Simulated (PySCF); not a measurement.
C5H3O3 (charge -1).
Numbering: `[CH3:1][C:2](=[O:3])[C:4]#[C:5][C:6](=[O:7])[O-:8]` (hydrogens: H9, H10, H11 on C1)

Computed geometry: GFN2-xTB, gas phase.

Task: What internal coordinates does the optimisation give?

Result: 
```
                 bond  length (pm)   order
                C1–C2        152.5  single
                C2=O3        122.1  double
                C2–C4        141.3  single
                C4≡C5        121.7  triple
                C5–C6        152.0  single
                C6=O7        124.0  double
                C6–O8        122.3  single
C1–H9, C1–H10, C1–H11        108.8  single
```

Bonds in one row agree within 1 pm and their mean is given. Orders are formal, as drawn. A selection of angles:
```
    angle  degrees
 C2–C1–H9    109.9
H9–C1–H10    110.2
H9–C1–H11    108.1
 C1–C2–O3    121.7
 C1–C2–C4    112.6
 O3–C2–C4    125.7
 C2–C4–C5    175.1
 C4–C5–C6    161.4
 C5–C6–O7    106.8
 C5–C6–O8    120.3
 O7–C6–O8    132.9
```

Torsions: C4–C5–C6–O7 -7° (synperiplanar). The mirror-image conformer, all signs reversed, is as good.

The 4 C–C bonds span 1.217 Å (C4≡C5, drawn triple in a drawing that doesn't fit all lengths) to 1.525 Å (C1–C2, drawn single in a drawing that doesn't fit all lengths), a spread of 0.308 Å. C2 (ketone carbonyl carbon) is planar (angles 125.7°, 121.7° and 112.6°, sum 360.0°, 0.00 Å off the plane of its three neighbours). C6 (carboxylate carbon) is planar (angles 132.9°, 120.3° and 106.8°, sum 360.0°, 0.01 Å off the plane of its three neighbours).

Point group: C1 (no symmetry element, even within 0.4 Å). No frequency check.
